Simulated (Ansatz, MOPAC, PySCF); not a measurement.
Noncovalent pair: aminoborane (SMILES BN) (first 6 atoms) with HF (SMILES F); geometry from B3LYP-D3(BJ)/def2-TZVP, rigid monomers moved along the line of their centres of mass till N2···H8 is 3.44 Å.
(charge 0, multiplicity 1):
```xyz
8

B      0.9064    -0.1258     0.0613
N     -0.1434     0.5794     0.6653
H      0.6626    -0.8237    -0.8706
H      1.9991    -0.0255     0.5206
H      0.0124     1.2765     1.3784
H     -1.0649     0.6332     0.2571
F     -1.6533    -2.1866     3.7026
H     -1.3137    -1.6088     3.0449
```

Monomers are frozen at their geometry in the pair; levels with a basis set take the counterpoise correction. Rows marked so take none.

Rows in 6-31G* carry no dispersion term and start afresh at each structure (6-31G* with six Cartesian d functions). The state reached by PM6 isn't checked.

The values were computed with Ansatz (Gaussian basis) for Hartree–Fock, density functionals and correlated methods; MOPAC for PM6 (differences of heats of formation); PySCF for 6-31G* rows. Values without a source in brackets are computed.

Task: One of these levels gives -1.31 kcal/mol for the interaction energy. Which?
(A) M06-2X/6-31G* (no counterpoise)
(B) PM6
(C) PBE0/def2-TZVPPD

Result: A, M06-2X/6-31G* (no counterpoise). The others give -0.24 (PM6), -0.98 (PBE0/def2-TZVPPD)

Ansatz is an electronic-structure program.
